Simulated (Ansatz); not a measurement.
Ligand exchange: NaI + C3H8O → NaOH + C3H7I

Species: NaI (Sodium Iodide), singlet; C3H8O (1-propanol) `CCCO`, singlet; NaOH `[OH][Na]`, singlet; C3H7I `CCCI`, singlet. The partners trade I for OH: Na–I and C–OH bonds give way to Na–OH and C–I.

Shapes, held fixed at every level: PBE0-D4/def2-TZVP. Flexible molecules stand in one conformer, not always the lowest. Programs: Ansatz 0.2.0. Electronic energies: no zero-point or thermal term.

```json
{"level": "HF/def2-TZVPP", "kind": "Hartree–Fock", "ΔE (kJ/mol)": "+196.4", "less CCSD(T)/def2-TZVPP": "+58.4"}
{"level": "PBE-D4/def2-TZVPP", "kind": "GGA", "ΔE (kJ/mol)": "+133.4", "less CCSD(T)/def2-TZVPP": "-4.6"}
{"level": "PBE0-D4/def2-TZVPP", "kind": "global hybrid", "ΔE (kJ/mol)": "+150.4", "less CCSD(T)/def2-TZVPP": "+12.4"}
{"level": "wB97X-V/def2-TZVPP", "kind": "range-separated hybrid", "ΔE (kJ/mol)": "+149.2", "less CCSD(T)/def2-TZVPP": "+11.2"}
{"level": "B2PLYP/def2-TZVPP", "kind": "double hybrid", "ΔE (kJ/mol)": "+140.4", "less CCSD(T)/def2-TZVPP": "+2.4"}
{"level": "MP2/def2-TZVPP", "kind": "perturbation theory", "ΔE (kJ/mol)": "+127.1", "less CCSD(T)/def2-TZVPP": "-10.9"}
{"level": "CCSD(T)/def2-TZVPP", "kind": "coupled cluster or CI", "ΔE (kJ/mol)": "+138.0", "less CCSD(T)/def2-TZVPP": "0.0"}
```

The highest level, CCSD(T)/def2-TZVPP, gives ΔE = +138.0 kJ/mol; the levels span +127.1 to +196.4. The column of differences is taken from that level and isn't an error. No measured value is set beside it here. For atoms past krypton def2 sets carry core potentials with scalar relativity. Correlated rows may include outer-core shells of I, Na, which these sets cover unevenly.
